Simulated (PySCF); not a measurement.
**Radial density of La²⁺ (lanthanum, charge +2)**

HSE06, [Xe] 5d1, 2D determinant. Computed with PySCF 2.14 in x2c-TZVPPall with one added diffuse shell each of s, p, d type (12s8p8d3f1g, 106 functions), with the spin-free X2C one-electron Hamiltonian (Gaussian nucleus).

```json
{"r (bohr)": "0.0284", "4πr²ρ (e/bohr)": "66.65", "4πr²(ρα − ρβ)": "-0.0005"}
{"r (bohr)": "0.0477", "4πr²ρ (e/bohr)": "75.39", "4πr²(ρα − ρβ)": "0.0000"}
{"r (bohr)": "0.0802", "4πr²ρ (e/bohr)": "97.76", "4πr²(ρα − ρβ)": "0.0099"}
{"r (bohr)": "0.135", "4πr²ρ (e/bohr)": "71.71", "4πr²(ρα − ρβ)": "0.0350"}
{"r (bohr)": "0.227", "4πr²ρ (e/bohr)": "84.06", "4πr²(ρα − ρβ)": "0.0179"}
{"r (bohr)": "0.382", "4πr²ρ (e/bohr)": "34.58", "4πr²(ρα − ρβ)": "0.0193"}
{"r (bohr)": "0.642", "4πr²ρ (e/bohr)": "34.39", "4πr²(ρα − ρβ)": "0.0833"}
{"r (bohr)": "1.08", "4πr²ρ (e/bohr)": "11.51", "4πr²(ρα − ρβ)": "0.0047"}
{"r (bohr)": "1.82", "4πr²ρ (e/bohr)": "6.027", "4πr²(ρα − ρβ)": "0.4126"}
{"r (bohr)": "3.06", "4πr²ρ (e/bohr)": "0.8466", "4πr²(ρα − ρβ)": "0.3031"}
{"r (bohr)": "5.14", "4πr²ρ (e/bohr)": "0.03756", "4πr²(ρα − ρβ)": "0.0349"}
```

Densities and radii are taken from the X2C orbitals without a picture-change correction, which distorts them close to the nucleus.

Spin-orbit coupling, absent here, splits the open shell strongly.
